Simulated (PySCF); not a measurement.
Problem. Write Cartesian coordinates for `CB(C)[C@H]1CC[CH2][AlH]1` as optimised with PBE0-D3(BJ)/def2-SVP.

Solution. 
```
atom  x, y, z in Å
C1     2.7235    0.4538    0.6285
B2     1.4379    0.1076   -0.2324
C3     1.6174   -0.8798   -1.4617
C4     0.0773    0.6810    0.1622
C5    -1.1500    0.7780   -0.7541
C6    -2.4761    0.5613   -0.0057
C7    -2.4284   -0.7378    0.8151
Al8   -0.5701   -0.7096    1.4455
H9     3.3596   -0.4244    0.8303
H10    3.3496    1.1445    0.0333
H11    2.5125    0.9591    1.5843
H12    0.6915   -1.1794   -1.9760
H13    2.2602   -0.3866   -2.2135
H14    2.1652   -1.7927   -1.1700
H15    0.1531    1.5442    0.8583
H16   -1.1627    1.7531   -1.2704
H17   -1.0679    0.0177   -1.5509
H18   -3.3211    0.5765   -0.7161
H19   -2.6387    1.4179    0.6747
H20   -2.5568   -1.6140    0.1488
H21   -3.2277   -0.8098    1.5690
H22    0.1901   -1.4613    2.6216
```

Any rigid rotation of these coordinates is as good. Atoms count from 1 in this order. The 5-membered ring C4–C5–C6–C7–Al8 has internal angles of 96.3° to 113.0° (sum 520°, against 540° for a flat polygon); it is puckered, 0.19 Å rms from its mean plane, widest ring torsion 52°. Al8 (aluminium bonded to 2 C and H) is planar (angles 133.1°, 130.5° and 96.3°, sum 359.9°, 0.03 Å off the plane of its three neighbours). Of the pairs four or more bonds apart, H12···H17 is among the closest relative to their van der Waals radii: 2.17 Å, 90 % of the sum of Bondi's values. The Al–C distances run from 1.963 Å (C7–Al8, drawn single) to 2.000 Å (C4–Al8, drawn single), a spread of 0.037 Å.

Bonds between heavy atoms (Å): C1–B2 1.585, B2–C3 1.587, B2–C4 1.528, C4–C5 1.535, C5–C6 1.538, C6–C7 1.537, C7–Al8 1.963, C4–Al8 2.000.

Method used: PySCF, PBE0-D3(BJ)/def2-SVP geometry optimisation, gas phase.

Point group: C1 (no symmetry element, even within 0.4 Å). PBE0-D3(BJ)/def2-SVP frequencies: not computed here. One conformer, not necessarily the lowest (C1–B2–C4–C5 161°, B2–C4–C5–C6 145°, C4–C5–C6–C7 -52°, C5–C6–C7–Al8 38°, C6–C7–Al8–C4 -15°).
